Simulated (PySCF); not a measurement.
H$_{5}$AlGeO$_{3}$, singlet, geometry from GFN2-xTB (such geometries of metal compounds can be far from the true shape). Base run: PBE0/6-31G, polarisability (PySCF).

The PySCF input:
```python
from pyscf import gto, scf, dft
from pyscf.prop import polarizability

mol = gto.M(
    atom='''
Ge    1.76326776   -0.23111299    0.26278977
O     0.07612504   -0.01026237    0.00599907
Al   -1.57381175    0.20591482   -0.23493675
O    -2.19770607    1.69405838   -0.57717702
O    -2.62519911   -1.06106139   -0.13765988
H     2.46391786    0.95803954   -0.33265656
H     1.97078603   -0.31359133    1.74821583
H     2.15161441   -1.50845987   -0.42700416
H    -1.93034670    2.59449650   -0.69975429
H    -2.64674580   -1.99363890    0.02680700
''',
    basis='6-31g',
    verbose=4,
)

mf = dft.RKS(mol)
mf.xc = 'pbe0'
mf.kernel()
alpha = mf.Polarizability().polarizability()[2, 2]
print('alpha_zz =', alpha)
```

Each row names what was changed in the base input (with any setting that the change needs).

```
change                                         alpha_zz (bohr³)  basis functions  core-seconds (rough)
---------------------------------------------  ----------------  ---------------  --------------------
base                                                      36.63               77                    30
finite field (a.u.) = 0.05; conv_tol = 1e-11              37.61               77                    40
basis = cc-pVDZ                                           44.72              112                    50
functional = hf                                               …               77                     4
functional = camb3lyp                                     36.00               77                    80
functional = lda,vwn                                      39.62               77                    20
finite field (a.u.) = 0.02; conv_tol = 1e-11              36.77               77                    30
basis = 6-31G*                                            40.59              102                    50
finite field (a.u.) = 2e-4; conv_tol = 1e-6               35.67               77                    20
finite field (a.u.) = 2e-4; conv_tol = 1e-11              36.63               77                    30
finite field (a.u.) = 0.001; conv_tol = 1e-6              36.44               77                    20
finite field (a.u.) = 0.005; conv_tol = 1e-11             36.63               77                    40
```

Some entries are withheld; supply them.


- functional = hf, alpha_zz (bohr³): 31.89

Finite-field rows take the second difference of the energy in a field along z; a small field with loose convergence shows SCF noise divided by the square of the field, and a large one adds hyperpolarisability.
